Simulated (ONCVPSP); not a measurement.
## Reading a pseudo-wave (Sr (Z = 38))

Columns: radius, all-electron u(r) and pseudo u(r) of the 4s shell (level -41.58 eV) of strontium in the configuration [Ar] 3d10 4s2 4p6 5s1.5 5p0.5; PBE, scalar-relativistic, ONCV scheme, ONCVPSP 4.0.1.

| r (bohr) | all-electron | pseudo |
| --- | --- | --- |
| 0.148 | 0.2614 | 0.1698 |
| 0.295 | -0.4085 | 0.3329 |
| 0.443 | -0.4315 | 0.4858 |
| 0.590 | -0.0110 | 0.6201 |
| 0.738 | 0.4418 | 0.7314 |
| 0.885 | 0.7614 | 0.8125 |
| 1.033 | 0.9339 | 0.8607 |
| 1.180 | 0.9865 | 0.8737 |
| 1.328 | 0.9579 | 0.8535 |
| 1.475 | 0.8814 | 0.8049 |
| 1.623 | 0.7809 | 0.7342 |
| 1.770 | 0.6744 | 0.6504 |
| 1.918 | 0.5704 | 0.5606 |
| 2.065 | 0.4758 | 0.4729 |
| 2.213 | 0.3919 | 0.3914 |
| 2.360 | 0.3203 | 0.3202 |
| 2.508 | 0.2595 | 0.2595 |
| 2.655 | 0.2093 | 0.2093 |
| 2.802 | 0.1681 | 0.1681 |
| 2.950 | 0.1342 | 0.1342 |
| 3.098 | 0.1069 | 0.1069 |
| 3.245 | 0.0850 | 0.0850 |
| 3.393 | 0.0674 | 0.0674 |
| 3.540 | 0.0534 | 0.0534 |
| 3.688 | 0.0422 | 0.0422 |
| 3.835 | 0.0334 | 0.0334 |

Q: How many radial nodes do the two functions have?

A: The all-electron 4s function has n − l − 1 = 3 (the table is too coarse to show those close to the nucleus); the pseudo-wave has 0, since the states of the same l below it are removed with the core.

Q: At about which radius was the pseudo-wave matched?

A: 2.45 bohr, where the columns begin to agree (steps of 0.15 bohr).

Q: Where does each function peak?

A: Outermost all-electron maximum near 1.18 bohr, pseudo maximum near 1.18 bohr (to the table’s step).

Q: Is the pseudo-wave norm-conserving?

A: Yes: the ONCV scheme keeps the norm inside the radius equal to the all-electron one, which fixes the energy derivative of the logarithmic derivative at the level.
